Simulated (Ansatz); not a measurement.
Consider the substitution at a C–N bond: `BN(C)[SiH2]F` + `[OH][Ge][OH]` → `C[O][Ge][OH]` + `BN[SiH2]F`.

Program: Ansatz. Geometries: PBE0-D4/def2-TZVP. ΔE: electronic, gas phase. CCSD(T)/CBS adds triple-zeta CCSD(T) − MP2 to the extrapolated MP2 energy (def2 sets, frozen cores). Functionals use def2-TZVPP. For Ge outer-core shells are correlated without core-valence functions, which leaves a few kJ/mol of doubt a bond. Scalar relativity is left out up to krypton. Each species was taken in one conformer, which may not be the lowest.

Problem. Is it downhill or uphill in electronic energy at CCSD(T)/CBS, and by how much? (Estimate.)

Solution. Ansatz gave: Uphill: ΔE = +3.4 kcal/mol.

Problem. What do these levels give: ωB97X-V, ωB97M-V, PBE, PBE0, SCS-MP2/def2-TZVPP, CCSD/def2-TZVPP? (An estimate is asked.)

Solution. Computed: ωB97X-V 2.8, ωB97M-V 3.4, PBE 2.8, PBE0 2.9, SCS-MP2/def2-TZVPP 3.1, CCSD/def2-TZVPP 2.9 kcal/mol.

Largest T1 diagnostic among the species: 0.015.

In def2-TZVPP, CCSD(T) changes the Hartree–Fock value by +2.4 kcal/mol (the triples alone add +0.2 kcal/mol) and MP2 by +3.2 kcal/mol.
